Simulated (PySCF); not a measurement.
C2H6BBrO, SMILES OB(CC)Br. Geometry: B3LYP-D3(BJ)/def2-SVP. Other conformers were not sampled.

Question: Give the equilibrium geometry at B3LYP-D3(BJ)/def2-SVP (PySCF confirms it by a frequency run) as bond lengths and angles. (The exact figures need the calculation; the answer reports its results.)

Answer: This is not unique; one that fits is 
Atoms: B1 Br2 C3 C4 H5 H6 H7 H8 H9 O10 H11. Bonded distances (Å): B1–Br2 1.967, B1–C3 1.567, B1–O10 1.346, C3–C4 1.534, C3–H5 1.104, C3–H6 1.109, C4–H7 1.101, C4–H8 1.102, C4–H9 1.101, O10–H11 0.967. Bond angles (°): Br2–B1–C3 120.8, Br2–B1–O10 118.0, C3–B1–O10 121.2, B1–C3–C4 117.1, B1–C3–H5 107.8, B1–C3–H6 105.5, C4–C3–H5 111.0, C4–C3–H6 109.4, H5–C3–H6 105.3, C3–C4–H7 111.3, C3–C4–H8 111.4, C3–C4–H9 111.4, H7–C4–H8 107.2, H7–C4–H9 107.9, H8–C4–H9 107.5, B1–O10–H11 114.1.
